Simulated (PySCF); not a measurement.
Match each property card to its molecule.

Structures:
1. `O=C1C=CCO1`
2. `O=C(F)C(F)(F)C(=O)F`
3. `C/C=C/P(C)C`
4. `FC1=C[C@@](F)(Cl)C=CO1`
5. `CO[C@@H](C#N)C(F)(F)F`

Card P (geometry GFN2-xTB):
- Rotational constants A, B, C: 8.343, 3.926, 2.715 GHz
- Static isotropic polarisability (CAM-B3LYP/def2-SVPD): 50.8 au
- Core binding energies (ΔSCF SCAN, pcX-2 on the ionised atom, pcseg-1 elsewhere, spin-free X2C): C1s 291.3, C1s 291.6, C1s 293.2, C1s 294.5, O1s 537.4, O1s 539.6 eV
- Strongest line among the 8 lowest singlet transitions (TDDFT CAM-B3LYP/def2-SVPD): S2 at 6.56 eV (189 nm, f = 0.296)
- Largest of the computed one-bond spin–spin couplings (means over like bonds) (B3LYP/pcJ-1, spin–dipole term left out): 13C–1H +189.5, 13C–1H +179.6, 13C–1H +155.6 (×2), 13C–13C +74.3, 13C–13C +68.5, 13C–13C +36.0, 17O–13C +31.4, 17O–13C +25.0 Hz
- Dipole moment (CAM-B3LYP/def2-SVPD): 5.27 D
- Lowest singlet excitation (TDDFT CAM-B3LYP/def2-SVPD): 5.15 eV (241 nm, f = 0.000)

Card Q (geometry GFN2-xTB):
* Rotational constants A, B, C: 2.093, 1.416, 1.372 GHz
* Static isotropic polarisability (PBE0/def2-SVPD): 44.4 au
* Lowest singlet excitation (TDDFT PBE0/def2-SVPD): 5.36 eV (231 nm, f = 0.017)
* Dipole moment (PBE0/def2-SVPD): 0.30 D
* Lowest triplet excitation (Tamm–Dancoff) (TDA PBE0/def2-SVPD): 4.70 eV
* Strongest line among the 8 lowest singlet transitions (TDDFT PBE0/def2-SVPD): S8 at 8.61 eV (144 nm, f = 0.128)
* 13C chemical shifts (computed TMS as zero) by class (GIAO PBE0/pcSseg-1): 158.9 (2 C), 112.5 (1 C) ppm

Card R (geometry GFN2-xTB):
- Rotational constants A, B, C: 2.318, 1.006, 0.910 GHz
- Static isotropic polarisability (PBE0/def2-SVPD): 75.8 au
- HOMO energy (PBE0/def2-SVPD): -7.74 eV
- Dipole moment (PBE0/def2-SVPD): 2.28 D
- Strongest line among the 8 lowest singlet transitions (TDDFT PBE0/def2-SVPD): S7 at 7.25 eV (171 nm, f = 0.120)
- Lowest singlet excitation (TDDFT PBE0/def2-SVPD): 5.77 eV (215 nm, f = 0.050)
- Lowest triplet excitation (Tamm–Dancoff) (TDA PBE0/def2-SVPD): 4.31 eV

Card S (geometry GFN2-xTB):
- Rotational constants A, B, C: 2.167, 1.433, 1.039 GHz
- Static isotropic polarisability (PBE0/def2-SVPD): 58.5 au
- Largest of the computed one-bond spin–spin couplings (means over like bonds) (B3LYP/pcJ-1, spin–dipole term left out for some pairs): 19F–13C -351.1 (×3), 13C–1H +157.2, 13C–1H +149.0 (×3) Hz
- Isotropic shieldings of nuclei other than C and H, by class (GIAO PBE0/pcSseg-1): -52 (1 N), 304 (1 O), 257 (3 F) ppm
- Lowest singlet excitation (TDDFT PBE0/def2-SVPD): 7.02 eV (177 nm, f = 0.002)

Card T (geometry GFN2-xTB):
* Rotational constants A, B, C: 5.119, 1.524, 1.334 GHz
* Static isotropic polarisability (PBE0/def2-SVPD): 91.2 au
* Isotropic shieldings of nuclei other than C and H, by class (GIAO PBE0/pcSseg-1): 386 (1 P) ppm
* Point group: C1
* Dipole moment (PBE0/def2-SVPD): 1.38 D
* HOMO energy (PBE0/def2-SVPD): -6.15 eV

All species are isolated and taken at one optimised geometry, non-relativistic unless stated. Electronic properties by PySCF. NMR classes are plain means over equivalent atoms (diastereotopic ones count apart unless rotation or inversion swaps them), as if these changed places fast.

Problem. Which card belongs to which structure?

Solution. P = 1, Q = 2, R = 4, S = 5, T = 3. What ties each card to its structure:
- 1 (card P), C4H4O2, monoisotopic mass 84.0 u, 6 heavy atoms: core lines of C and O; an asymmetric top with C = 2.715 GHz, the highest such constant on the cards; polarisability 50.8 au for 44 electrons; dipole 5.27 D.
- 2 (card Q), C3F4O2, monoisotopic mass 144.0 u, 9 heavy atoms: 3 C in 2 classes; the least shielded carbon (158.9 ppm) is an acyl halide carbon; an asymmetric top with C = 1.372 GHz; polarisability 44.4 au for 70 electrons; dipole 0.30 D.
- 3 (card T), C5H11P, monoisotopic mass 102.1 u, 6 heavy atoms: an asymmetric top with C = 1.334 GHz; polarisability 91.2 au for 56 electrons; dipole 1.38 D.
- 4 (card R), C5H3ClF2O, monoisotopic mass 152.0 u, 9 heavy atoms: an asymmetric top with C = 0.910 GHz, the lowest such constant on the cards; polarisability 75.8 au for 76 electrons; dipole 2.28 D.
- 5 (card S), C4H4F3NO, monoisotopic mass 139.0 u, 9 heavy atoms: an asymmetric top with C = 1.039 GHz; polarisability 58.5 au for 70 electrons.
